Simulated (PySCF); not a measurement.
## Does the structure fit the spectrum?

A compound C$_{6}$H$_{9}$NOSi gives the data below (simulated from a calculation) and was assigned the structure `C=C(CC(C)=O)[SiH2]C#N`.

13C{1H} NMR (computed): δ 202.3 (C), 150.3 (CH), 122.6 (C), 119.4 (CH), 45.4 (CH2), 5.0 (CH2).

1H NMR (400 MHz, computed): δ 6.93 (d, 1H), 6.70 (d, 1H), 3.88 (t, 3H), 2.85 (t, 2H), 1.02 (m, 2H).

Relativity neglected, averaged over atoms made equivalent by symmetry, fast rotation or ring inversion, a single conformation, in vacuum. GFN2-xTB geometry; σ from GIAO-PBE0/pcSseg-1; PySCF.

Scale: 1H (σref 31.72) and 13C (σref 186.93) vs TMS (reference shieldings calculated alike).

(1) Compare with the shifts computed for the proposed structure, pairing carbons in order of shift.

(2) Which isomer fits?

Answers

(1) Atoms are numbered as in `[CH2:1]=[C:2]([CH2:3][C:4]([CH3:5])=[O:6])[SiH2:7][C:8]#[N:9]` (H(Xn): hydrogen on atom n).

```
atom  computed for proposal  given list  difference
  C4                  218.4       202.3       +16.1
  C2                  146.7       150.3        -3.6
  C1                  136.7       122.6       +14.1
  C8                  126.9       119.4        +7.5
  C3                   54.8        45.4        +9.4
  C5                   31.9         5.0       +26.9
```

The rms difference is 14.9 ppm and the largest +26.9 ppm at C5 (methyl carbon α to a carbonyl). The carbon types in order of shift don't match either: C, C, CH2, C, CH2, CH3 for the proposal against C, CH, C, CH, CH2, CH2 in the data. The proposal doesn't fit.

(2) `N#C/C=C/C(=O)CC[SiH3]`.

- Carbon types of the structure: 2 × C, 2 × CH, 2 × CH2, leaving 3 H on heteroatoms.
- δC 202.3: ketone carbonyl carbon; low-lying n→π* states of the double bond to the heteroatom give a large paramagnetic term (-267 ppm).
- δC 150.3: α carbon of a C=C–C=O unit; the olefinic region.
- δC 122.6: nitrile carbon; typical of a nitrile.
- δC 119.4: β carbon of a C=C–C=O unit.

Other isomers checked: C#C[C@H](/C=C\[SiH3])NC=O (rms 30.9 ppm); C#C[C@@H](/C=C/[SiH3])NC=O (rms 31.3 ppm).

The data come from this structure; uniqueness wasn't tested.

Shifts are as computed. Against solution values, carbons near 30 ppm lie about +3 ppm off and those near 130 ppm about +5 ppm. Of 1309 compounds with measured shifts, 239 miss one by over three times the rms of a fit or turn the order of signals round; such compounds aren't used in these exercises. No couplings were computed; multiplicities are counted from neighbouring protons, with m where these are inequivalent, close in shift, in a saturated or five-membered ring or joined by F or P, and br s for small geminal =CH2 splittings.
